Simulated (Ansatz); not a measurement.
Computed with Ansatz.

`C=[C]1[O][AlH]1` at its PBE0-D4/def2-TZVP geometry, where that method's forces vanish. Charge 0, multiplicity 1.

```csv
atom,x (Å),y (Å),z (Å)
C1,0.851,0.862,0.806
C2,0.074,0.088,0.071
O3,0.095,-1.329,-0.002
Al4,-1.140,-0.736,-1.052
H5,1.615,0.440,1.452
H6,0.734,1.937,0.772
H7,-2.229,-1.263,-2.046
```

For each bond, give half the difference of the two atoms' forces along it (eV/Å; positive pushes the atoms apart) under PBE-D4, r2SCAN-D4, B3LYP-D4, ωB97M-V in def2-TZVPP. (Best estimate.)

The calculation gave: 
| bond | length (Å) | PBE-D4 | r2SCAN-D4 | B3LYP-D4 | ωB97M-V |
| --- | --- | --- | --- | --- | --- |
| C1–C2 | 1.321 | 0.22 | 0.11 | -0.04 | -0.10 |
| C1–H5 | 1.086 | 0.04 | -0.07 | -0.06 | -0.08 |
| C1–H6 | 1.082 | 0.00 | -0.06 | -0.07 | -0.03 |
| C2–O3 | 1.419 | 0.48 | 0.34 | 0.36 | 0.29 |
| C2–Al4 | 1.848 | 0.14 | 0.02 | 0.18 | 0.20 |
| O3–Al4 | 1.727 | 0.63 | 0.21 | 0.18 | 0.08 |
| Al4–H7 | 1.566 | -0.16 | -0.06 | -0.16 | -0.21 |

B3LYP here is the variant with VWN-RPA as its local correlation; programs differ in this.
